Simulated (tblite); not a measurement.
C₅H₆F₄Si.
Atom-mapped SMILES: `[F:1][C@@H:2]1[CH:3]=[CH:4][CH2:5][Si@H:6]1[C:7]([F:8])([F:9])[F:10]` (hydrogens: H11 on C2; H12 on C3; H13 on C4; H14, H15 on C5; H16 on Si6)

Computed with GFN2-xTB (tblite), gas phase: L-BFGS steps from a force-field or distance-geometry start until the largest atomic force falls under 0.01 eV/Å.

Step 12: E = -935.7222 eV
```
atom  x, y, z in Å  |  force x, y, z in eV/Å
F1     -0.4512   -2.1270   -1.7787   -0.016   0.044   0.020
C2     -0.4032   -1.3644   -0.6144    0.041   0.019  -0.004
C3     -1.7417   -0.7371   -0.3480   -0.008  -0.068  -0.006
C4     -1.8186    0.5772   -0.2341   -0.038  -0.023   0.022
C5     -0.5791    1.4165   -0.3673   -0.026   0.004   0.004
Si6     0.7752    0.1512   -0.8040   -0.021  -0.029  -0.002
C7      2.0968    0.0425    0.6342   -0.023   0.019  -0.027
F8      2.8364    1.1611    0.7695   -0.029  -0.065  -0.002
F9      2.9683   -0.9715    0.4761   -0.036   0.077   0.025
F10     1.4917   -0.1575    1.8264    0.078   0.016  -0.040
H11    -0.1414   -2.0797    0.1775   -0.011   0.033  -0.029
H12    -2.5943   -1.3919   -0.2745   -0.039  -0.003  -0.004
H13    -2.7517    1.0808   -0.0356   -0.014   0.016   0.010
H14    -0.7370    2.1729   -1.1359    0.028   0.012  -0.041
H15    -0.4043    1.9648    0.5598    0.034  -0.016   0.043
H16     1.4465    0.2709   -2.0911    0.080  -0.036   0.031
```

Step 13: E = -935.7234 eV
```
atom  x, y, z in Å  |  force x, y, z in eV/Å
F1     -0.4560   -2.1265   -1.7791   -0.001   0.031   0.001
C2     -0.4046   -1.3637   -0.6163    0.043   0.021   0.007
C3     -1.7420   -0.7365   -0.3493   -0.022  -0.086   0.008
C4     -1.8196    0.5770   -0.2347   -0.046  -0.013   0.030
C5     -0.5811    1.4159   -0.3681   -0.001   0.009   0.004
Si6     0.7733    0.1512   -0.8028    0.019  -0.025  -0.033
C7      2.0971    0.0440    0.6324   -0.015   0.014  -0.003
F8      2.8380    1.1606    0.7699   -0.025  -0.021  -0.018
F9      2.9695   -0.9688    0.4761   -0.028   0.041   0.003
F10     1.4939   -0.1558    1.8249    0.047   0.007  -0.007
H11    -0.1410   -2.0769    0.1762   -0.013   0.013  -0.021
H12    -2.5940   -1.3909   -0.2749   -0.059  -0.020  -0.004
H13    -2.7519    1.0800   -0.0339   -0.033   0.026   0.009
H14    -0.7400    2.1729   -1.1353    0.034   0.025  -0.045
H15    -0.4034    1.9604    0.5600    0.028   0.008   0.054
H16     1.4542    0.2660   -2.0849    0.073  -0.029   0.014
```

Step 14: E = -935.7243 eV
```
atom  x, y, z in Å  |  force x, y, z in eV/Å
F1     -0.4596   -2.1254   -1.7794    0.014   0.016  -0.019
C2     -0.4049   -1.3627   -0.6176    0.016   0.014   0.011
C3     -1.7427   -0.7371   -0.3501   -0.033  -0.058   0.021
C4     -1.8211    0.5763   -0.2347   -0.035  -0.004   0.029
C5     -0.5827    1.4155   -0.3687    0.013   0.007   0.006
Si6     0.7722    0.1507   -0.8024    0.035  -0.003  -0.047
C7      2.0969    0.0454    0.6308   -0.009   0.008   0.015
F8      2.8388    1.1599    0.7697   -0.015   0.029  -0.031
F9      2.9698   -0.9660    0.4760   -0.011  -0.001  -0.020
F10     1.4964   -0.1544    1.8237    0.011   0.000   0.029
H11    -0.1409   -2.0744    0.1749   -0.008  -0.008  -0.006
H12    -2.5949   -1.3906   -0.2753   -0.060  -0.032  -0.005
H13    -2.7527    1.0799   -0.0325   -0.037   0.022   0.007
H14    -0.7414    2.1732   -1.1358    0.035   0.020  -0.027
H15    -0.4021    1.9570    0.5611    0.017   0.016   0.039
H16     1.4613    0.2617   -2.0799    0.067  -0.024  -0.002
```

Step 15: E = -935.7251 eV
```
atom  x, y, z in Å  |  force x, y, z in eV/Å
F1     -0.4618   -2.1240   -1.7799    0.024   0.005  -0.029
C2     -0.4049   -1.3617   -0.6185   -0.021   0.002   0.009
C3     -1.7438   -0.7383   -0.3502   -0.038  -0.010   0.030
C4     -1.8228    0.5755   -0.2341   -0.016   0.002   0.022
C5     -0.5837    1.4153   -0.3688    0.015   0.000   0.009
Si6     0.7720    0.1503   -0.8027    0.029   0.021  -0.042
C7      2.0963    0.0466    0.6298   -0.003   0.002   0.025
F8      2.8388    1.1599    0.7688   -0.008   0.062  -0.037
F9      2.9697   -0.9639    0.4754    0.002  -0.029  -0.034
F10     1.4985   -0.1534    1.8233   -0.013  -0.003   0.051
H11    -0.1408   -2.0727    0.1739   -0.001  -0.025   0.004
H12    -2.5968   -1.3911   -0.2757   -0.045  -0.035  -0.006
H13    -2.7541    1.0802   -0.0313   -0.027   0.010   0.003
H14    -0.7415    2.1735   -1.1367    0.033   0.005   0.002
H15    -0.4006    1.9546    0.5627    0.004   0.013   0.011
H16     1.4680    0.2580   -2.0760    0.064  -0.020  -0.017
```

Task: Estimate the geometry and energy of step 16. (The exact step hangs on the optimiser's Hessian estimate; all steps are aligned on step 15, rigid shifts and turns removed.)

Result: E = -935.7259 eV, largest force 0.081 eV/Å
```
atom  x, y, z in Å  |  force x, y, z in eV/Å
F1     -0.4634   -2.1221   -1.7811    0.030   0.000  -0.028
C2     -0.4053   -1.3606   -0.6191   -0.054  -0.010   0.005
C3     -1.7457   -0.7397   -0.3497   -0.035   0.039   0.030
C4     -1.8250    0.5746   -0.2330    0.007   0.005   0.011
C5     -0.5845    1.4151   -0.3688    0.009  -0.009   0.012
Si6     0.7722    0.1502   -0.8037    0.013   0.033  -0.023
C7      2.0957    0.0478    0.6294    0.001  -0.002   0.027
F8      2.8384    1.1611    0.7670   -0.007   0.072  -0.037
F9      2.9694   -0.9621    0.4741    0.008  -0.040  -0.038
F10     1.5004   -0.1523    1.8237   -0.021  -0.001   0.057
H11    -0.1407   -2.0712    0.1730    0.004  -0.036   0.007
H12    -2.5998   -1.3923   -0.2762   -0.021  -0.029  -0.005
H13    -2.7562    1.0807   -0.0300   -0.010  -0.003   0.000
H14    -0.7406    2.1738   -1.1378    0.026  -0.012   0.035
H15    -0.3988    1.9523    0.5646   -0.009   0.008  -0.022
H16     1.4763    0.2538   -2.0724    0.059  -0.016  -0.030
```

The energy changes by -0.0008 eV. The first-order estimate −F·Δx gives -0.0011 eV and the mean of the old and new forces, exact on a quadratic surface, -0.0008 eV. The step makes an angle of 61° with the force vector and moves no atom by more than 0.010 Å.

The cost below is that of the whole relaxation. On one thread of an Arm Neoverse N1, shared host, this took 0.57 s of wall time.
